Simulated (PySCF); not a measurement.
**Gas-phase thermal properties of TiO₂**

Energies from PySCF (xtb for GFN2), thermal terms from the rigid-rotor harmonic-oscillator model, ideal gas at 1 bar. The comparison is the NASA 1993 polynomial table, which mixes measured and estimated data. 6-31G* has spherical d functions here. All species are closed-shell singlets. B3LYP is the form with VWN-RPA correlation. The harmonic model lacks anharmonicity and excited electronic states, which grow with temperature; levels with a mode under 35 cm⁻¹ are left out. The table's entry may be an old estimate for TiO₂ (not checked at source).

```tsv
level	point group	σ	ZPE (kJ/mol)	S°298 (J/mol/K)	Cp298 (J/mol/K)	S°1000 (J/mol/K)	H1000 − H298 (kJ/mol)
table	-	-	-	260.1	44.1	321.7	36.5
B3LYP/6-31G*	C2v	2	14.7	258.1	42.6	318.2	35.7
GFN2-xTB	C2v	2	11.4	260.7	45.6	323.7	37.3
HF/6-31G*	C2v	2	15.9	257.3	41.9	316.4	35.2
PBE/def2-SVP	C2v	2	14.3	258.3	42.8	318.7	35.9
PBE0/def2-TZVP	C2v	2	14.5	258.1	42.7	318.4	35.8
```
σ: rotational symmetry number. Electronic degeneracy used: 1. Frequencies are unscaled.
